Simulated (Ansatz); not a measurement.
Computed with Ansatz.

A structure relaxed at PBE0-D4/def2-TZVP, charge 0, multiplicity 2:

```xyz
9

N    -0.5492    1.3363   -1.1182
Si    0.0763   -0.2467   -1.0496
F     1.5868   -0.3456   -1.6157
Si    0.0513   -1.0002    1.1718
H    -0.7964    1.7879   -1.9831
H    -0.4676    1.9920   -0.3575
H     0.8461   -2.2509    1.2756
H     0.6094    0.0080    2.1197
H    -1.3567   -1.2808    1.5568
```

**Question.** Give its formula and SMILES.

**Answer.** FH5NSi2, `N[Si](F)[SiH3]`.

**Question.** Summarise the bond lengths by kind.

**Answer.** 1 × N–Si 1.703 Å; 2 × H–N 1.007 to 1.008 Å; 1 × F–Si 1.616 Å; 1 × Si–Si 2.346 Å; 3 × H–Si 1.485 to 1.492 Å.
